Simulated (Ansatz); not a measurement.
`[F][Y]([F])[F]`. The species carries charge 0 and has multiplicity 1. Y: def2 effective core potential.

List the harmonic frequencies (cm⁻¹, unscaled) at PBE0-D4/def2-TZVP in Ansatz. (An estimate is asked.)

The calculation gave: 33, 142, 142, 572, 594, 594.

Is this a minimum?

Yes, all 6 modes are real.

Give the ideal-gas thermochemistry at 298.15 K and 1 bar (rigid rotor, harmonic oscillator; point group D3h, symmetry number 6).

Zero-point energy 12.4 kJ/mol; H(298) − E = 29.4 kJ/mol; entropy 319.4 J/(mol·K), of which translation 171.0, rotation 95.5, vibration 52.9; G(298) − E = -65.8 kJ/mol. Modes under 100 cm⁻¹ are hindered rotations or soft bends, so the harmonic entropy is rough.

And at 400, 500, 600, 800 and 1000 K?


| T (K) | H − E (kJ/mol) | S (J/mol/K) | G − E (kJ/mol) |
| --- | --- | --- | --- |
| 400 | 36.9 | 340.9 | -99.5 |
| 500 | 44.5 | 358.0 | -134.5 |
| 600 | 52.4 | 372.3 | -171.0 |
| 800 | 68.4 | 395.4 | -247.9 |
| 1000 | 84.7 | 413.5 | -328.8 |
